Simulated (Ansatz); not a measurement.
The first iterations of a band of BrH + F2Ge2H4O (11 atoms, charge 0, multiplicity 1).

The calculation used RKS PBE/def2-SVP (Ansatz 0.2.0).

```
movable images  : 3
climbing image  : no
spring          : 5.0 eV/Å²
optimiser       : quadratic models (default)
start path      : through a guess of the saddle point
force threshold : 0.05 eV/Å
iteration limit : 60
end points      : relaxed
```

Initial state:

```xyz
11
Properties=species:S:1:pos:R:3
Ge -0.042 0.198 -0.072
O -0.209 -0.373 1.635
H -1.135 -0.596 1.859
Ge 2.232 0.009 -0.930
H 2.504 -1.484 -1.191
H 2.249 0.833 -2.238
H 3.171 0.613 0.131
F -0.666 1.836 -0.090
F -1.258 -0.700 -0.961
Br 2.231 -2.329 2.310
H 1.043 -1.472 2.145
```

Final state:

```xyz
11
Properties=species:S:1:pos:R:3
Ge 0.077 -1.054 -0.153
O 0.986 0.634 1.900
H 0.049 0.896 1.775
Ge 2.157 0.006 -0.857
H 2.497 -0.531 -2.272
H 1.902 1.528 -0.896
H 3.249 -0.386 0.157
F -1.193 0.073 0.358
F -0.733 -1.858 -1.488
Br 0.204 -2.685 1.515
H 0.925 -0.088 2.558
```

| iteration | highest image above the first end (eV) | largest band force component (eV/Å) |
| --- | --- | --- |
| 1 | 2.072 | 5.528 |
| 2 | 1.230 | 2.625 |
| 3 | 0.886 | 1.969 |
| 4 | 0.490 | 1.542 |

Question: Does the band converge within its limit, and where does its top end?

Answer: The forces met the threshold. It ended after 12 iterations with the highest image 0.049 eV above the first end. No image climbed, so the highest image needn't sit at the top of the path. A band with more images between the same ends climbed to 0.22 eV, so this one has probably stepped over the top. So few images can step over the top or miss a turn of the path. The orbitals stay closed-shell, which can raise the energy where a bond breaks towards radicals; this wasn't checked here.

Time of the run: 99 s on 4 threads of Arm Neoverse V1, on a shared host, peak memory 0.3 GiB.
